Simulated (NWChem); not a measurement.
System: BF

NWChem input:

```
start job
memory heap 200 mb stack 900 mb global 1100 mb
geometry units angstroms noautoz
  B      0.000000     0.000000    -0.815066
  F      0.000000     0.000000     0.459570
end
basis spherical
  B library 6-31g*
  F library 6-31g*
end
dft
  xc xpbe96 cpbe96
  iterations 200
  convergence diis 20
end
task dft gradient
```

Parts of the log:

```
             Northwest Computational Chemistry Package (NWChem) 7.3.0
             --------------------------------------------------------

 ORDER OF PRIMARY AXIS IS BEING SET TO 4
 C4V symmetry detected

                             Geometry "geometry" -> ""
                             -------------------------

 Output coordinates in angstroms (scale by  1.889725989 to convert to a.u.)

  No.       Tag          Charge          X              Y              Z
 ---- ---------------- ---------- -------------- -------------- --------------
    1 B                    5.0000     0.00000000     0.00000000    -0.81940886
    2 F                    9.0000     0.00000000     0.00000000     0.45522714

 Effective nuclear repulsion energy (a.u.)      18.6821776609

      Symmetry information
      --------------------

 Group name             C4v
 Group number             18
 Group order               8
 No. of unique centers     2

  pbe96 is a nonlocal functional; adding pw91lda local functional.

                                 NWChem DFT Module
                                 -----------------

 Summary of "ao basis" -> "ao basis" (spherical)
 ------------------------------------------------------------------------------
       Tag                 Description            Shells   Functions and Types
 ---------------- ------------------------------  ------  ---------------------
 B                           6-31g*                  6       14   3s2p1d
 F                           6-31g*                  6       14   3s2p1d

      Symmetry analysis of basis
      --------------------------

        a1         12
        a2          0
        b1          2
        b2          2
        e          12

            General Information
            -------------------
          SCF calculation type: DFT
          Wavefunction type:  closed shell.
          No. of atoms     :     2
          No. of electrons :    14
           Alpha electrons :     7
            Beta electrons :     7
          Charge           :     0
          Spin multiplicity:     1
          Use of symmetry is: on ; symmetry adaption is: on
          Maximum number of iterations: 200
          AO basis - number of functions:    28
                     number of shells:    12
          Convergence on energy requested:  1.00D-06
          Convergence on density requested:  1.00D-05
          Convergence on gradient requested:  5.00D-04

              XC Information
              --------------
          PerdewBurkeErnzerhof Exchange Functional  1.000
            Perdew 1991 LDA Correlation Functional  1.000 local
           PerdewBurkeErnz. Correlation Functional  1.000 non-local

             Grid Information
             ----------------
          Grid used for XC integration:  medium
          Radial quadrature: Mura-Knowles
          Angular quadrature: Lebedev.
          Tag              B.-S. Rad. Rad. Pts. Rad. Cut. Ang. Pts.
          ---              ---------- --------- --------- ---------
          B                   0.85       49           5.0       434
          F                   0.50       49           6.0       434
          Grid pruning is: on
          Number of quadrature shells:    98
          Spatial weights used:  Erf1

      Superposition of Atomic Density Guess
      -------------------------------------

 Sum of atomic energies:        -123.89842052

      Non-variational initial energy
      ------------------------------

 Total energy =    -124.134403
 1-e energy   =    -208.418533
 2-e energy   =      65.601953
 HOMO         =      -0.301667
 LUMO         =       0.078368

      Symmetry analysis of molecular orbitals - initial
      -------------------------------------------------

 !! scf_movecs_sym_adapt:    4 vectors were symmetry contaminated

  Symmetry fudging

 !! scf_movecs_sym_adapt:    4 vectors were symmetry contaminated

  Numbering of irreducible representations:

     1 a1          2 a2          3 b1          4 b2          5 e

  Orbital symmetries:

     1 a1          2 a1          3 a1          4 a1          5 e
     6 e           7 a1          8 e           9 e          10 a1
    11 e          12 e          13 a1         14 a1         15 a1
    16 e          17 e

   convergence    iter        energy       DeltaE   RMS-Dens  Diis-err
 ---------------- ----- ----------------- --------- --------- ---------
 d= 0,ls=0.0,diis     1   -124.4690504328 -1.43D+02  3.44D-02  3.56D-01
 d= 0,ls=0.0,diis     2   -124.2920164491  1.77D-01  2.00D-02  2.47D+00
 d= 0,ls=0.0,diis     3   -124.5128756726 -2.21D-01  2.90D-03  4.67D-03
 d= 0,ls=0.0,diis     4   -124.5133322313 -4.57D-04  8.50D-04  5.06D-04
 d= 0,ls=0.0,diis     5   -124.5134028376 -7.06D-05  2.07D-05  1.15D-07
 d= 0,ls=0.0,diis     6   -124.5134028571 -1.95D-08  1.59D-06  1.15D-08

         Total DFT energy =     -124.513402857078
      One electron energy =     -208.613517911875
           Coulomb energy =       79.728697982747
    Exchange-Corr. energy =      -14.310760588857
 Nuclear repulsion energy =       18.682177660906

 Numeric. integr. density =       13.999997707750

                  Occupations of the irreducible representations
                  ----------------------------------------------

                     irrep           alpha         beta
                     --------     --------     --------
                     a1                5.0          5.0
                     a2                0.0          0.0
                     b1                0.0          0.0
                     b2                0.0          0.0
                     e                 2.0          2.0

                       DFT Final Molecular Orbital Analysis
                       ------------------------------------

 Vector    5  Occ=2.000000D+00  E=-4.492751D-01  Symmetry=e
              MO Center= -6.0D-16, -7.5D-16,  3.4D-01, r^2= 5.7D-01
   Bfn.  Coefficient  Atom+Function         Bfn.  Coefficient  Atom+Function
  ----- ------------  ---------------      ----- ------------  ---------------
    18      0.496125  2 F  py                17      0.399026  2 F  px
    22      0.323155  2 F  py                21      0.259909  2 F  px
     4      0.126170  1 B  py                 3      0.101477  1 B  px
     8      0.058159  1 B  py                 7      0.046776  1 B  px
    11      0.025009  1 B  d -1

 Vector    6  Occ=2.000000D+00  E=-4.492751D-01  Symmetry=e
              MO Center= -4.1D-15,  3.2D-15,  3.4D-01, r^2= 5.7D-01
   Bfn.  Coefficient  Atom+Function         Bfn.  Coefficient  Atom+Function
  ----- ------------  ---------------      ----- ------------  ---------------
    17      0.496125  2 F  px                18     -0.399026  2 F  py
    21      0.323155  2 F  px                22     -0.259909  2 F  py
     3      0.126170  1 B  px                 4     -0.101477  1 B  py
     7      0.058159  1 B  px                 8     -0.046776  1 B  py
    13     -0.025009  1 B  d  1

 Vector    7  Occ=2.000000D+00  E=-2.282482D-01  Symmetry=a1
              MO Center=  2.3D-15, -2.7D-15, -1.2D+00, r^2= 1.2D+00
   Bfn.  Coefficient  Atom+Function         Bfn.  Coefficient  Atom+Function
  ----- ------------  ---------------      ----- ------------  ---------------
     6      0.722139  1 B  s                  5     -0.305452  1 B  pz
     2      0.268563  1 B  s                  1     -0.192234  1 B  s
    19      0.184608  2 F  pz                23      0.107992  2 F  pz
     9     -0.104170  1 B  pz                20     -0.101448  2 F  s
    16     -0.065859  2 F  s                 12     -0.036652  1 B  d  0

 Vector    8  Occ=0.000000D+00  E=-5.510669D-02  Symmetry=e
              MO Center=  8.6D-16, -7.1D-16, -7.6D-01, r^2= 1.6D+00
   Bfn.  Coefficient  Atom+Function         Bfn.  Coefficient  Atom+Function
  ----- ------------  ---------------      ----- ------------  ---------------
     3      0.458786  1 B  px                 7      0.448461  1 B  px
     4     -0.344019  1 B  py                 8     -0.336277  1 B  py
    17     -0.224635  2 F  px                21     -0.206906  2 F  px
    18      0.168442  2 F  py                22      0.155148  2 F  py

 Vector    9  Occ=0.000000D+00  E=-5.510669D-02  Symmetry=e
              MO Center=  2.4D-15,  2.5D-15, -7.6D-01, r^2= 1.6D+00
   Bfn.  Coefficient  Atom+Function         Bfn.  Coefficient  Atom+Function
  ----- ------------  ---------------      ----- ------------  ---------------
     4      0.458786  1 B  py                 8      0.448461  1 B  py
     3      0.344019  1 B  px                 7      0.336277  1 B  px
    18     -0.224635  2 F  py                22     -0.206906  2 F  py
    17     -0.168442  2 F  px                21     -0.155148  2 F  px

 Vector   10  Occ=0.000000D+00  E= 1.365146D-01  Symmetry=a1
              MO Center= -1.1D-14,  5.8D-15, -5.6D-01, r^2= 2.8D+00
   Bfn.  Coefficient  Atom+Function         Bfn.  Coefficient  Atom+Function
  ----- ------------  ---------------      ----- ------------  ---------------
     9      1.177996  1 B  pz                20     -0.956112  2 F  s
     6      0.903336  1 B  s                 23      0.301058  2 F  pz
     5      0.279859  1 B  pz                16     -0.163705  2 F  s
    19      0.146065  2 F  pz                 2     -0.103950  1 B  s
    15      0.084336  2 F  s                  1     -0.049562  1 B  s

     Multipole analysis of the density
     ---------------------------------

     L   x y z        total         alpha         beta         nuclear
     -   - - -        -----         -----         ----         -------
     0   0 0 0     -0.000000     -7.000000     -7.000000     14.000000

     1   1 0 0     -0.000000     -0.000000     -0.000000      0.000000
     1   0 1 0      0.000000      0.000000      0.000000      0.000000
     1   0 0 1      0.461797      0.230898      0.230898     -0.000000

     2   2 0 0     -7.449930     -3.724965     -3.724965      0.000000
     2   1 1 0      0.000000      0.000000      0.000000      0.000000
     2   1 0 1     -0.000000     -0.000000     -0.000000      0.000000
     2   0 2 0     -7.449930     -3.724965     -3.724965      0.000000
     2   0 1 1      0.000000      0.000000      0.000000      0.000000
     2   0 0 2     -9.994614    -14.321785    -14.321785     18.648955

            General Information
            -------------------
          SCF calculation type: DFT
          Wavefunction type:  closed shell.
          No. of atoms     :     2
          No. of electrons :    14
           Alpha electrons :     7
            Beta electrons :     7
          Charge           :     0
          Spin multiplicity:     1
          Use of symmetry is: on ; symmetry adaption is: on
          Maximum number of iterations: 200
          AO basis - number of functions:    28
                     number of shells:    12
          Convergence on energy requested:  1.00D-06
          Convergence on density requested:  1.00D-05
          Convergence on gradient requested:  5.00D-04

              XC Information
              --------------
          PerdewBurkeErnzerhof Exchange Functional  1.000
            Perdew 1991 LDA Correlation Functional  1.000 local
           PerdewBurkeErnz. Correlation Functional  1.000 non-local

             Grid Information
             ----------------
          Grid used for XC integration:  medium
          Radial quadrature: Mura-Knowles
          Angular quadrature: Lebedev.
          Tag              B.-S. Rad. Rad. Pts. Rad. Cut. Ang. Pts.
          ---              ---------- --------- --------- ---------
          B                   0.85       49           5.0       434
          F                   0.50       49           6.0       434
          Grid pruning is: on
          Number of quadrature shells:    98
          Spatial weights used:  Erf1

          Convergence Information
          -----------------------
          Convergence aids based upon iterative change in
          total energy or number of iterations.
          Levelshifting, if invoked, occurs when the
          HOMO/LUMO gap drops below (HL_TOL):  1.00D-02
          DIIS, if invoked, will attempt to extrapolate
          using up to (NFOCK): 20 stored Fock matrices.

                    Damping( 0%)  Levelshifting(0.5)       DIIS
                  --------------- ------------------- ---------------
          dE  on:    start            ASAP                start
          dE off:    2 iters        200 iters           200 iters

                            NWChem DFT Gradient Module
                            --------------------------

  charge          =   0.00
  wavefunction    = closed shell

  Using symmetry

                         DFT ENERGY GRADIENTS

    atom               coordinates                        gradient
                 x          y          z           x          y          z
   1 B       0.000000   0.000000  -1.548458    0.000000   0.000000   0.009883
   2 F       0.000000   0.000000   0.860255    0.000000   0.000000  -0.009883
```

Level: PBE/6-31G* (spherical d). Geometry: optimised at PBE-D3(BJ)/def2-SVP.
